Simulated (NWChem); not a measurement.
## Lowest excitation of H2S2Si

```xyz
5

Si     0.4343     0.9224     0.0000
S      1.3779    -1.0413     0.0000
H      0.2833    -1.8621     0.0000
S     -1.6401     0.2559     0.0000
H     -2.1686     1.5147     0.0000
```
Charge 0, spin multiplicity 1.

The numbers come from NWChem runs, not from measurements. All single points use one geometry, from PBE/def2-SVP, a minimum by its harmonic frequencies. It is one conformer; others weren't searched.

Basis set: def2-SVPD.

The correlated methods keep 15 core orbitals frozen. The structure started from a generated list of species. No row is a measurement; the coupled-cluster row has its own basis-set and correlation limits.

### Question
One of these methods gave a lowest vertical singlet excitation energy of 3.95 eV. Which?
(A) TD-PBE
(B) EOM-CCSD
(C) CIS

### Answer
B, EOM-CCSD. The others give 3.74 (TD-PBE), 4.11 (CIS).
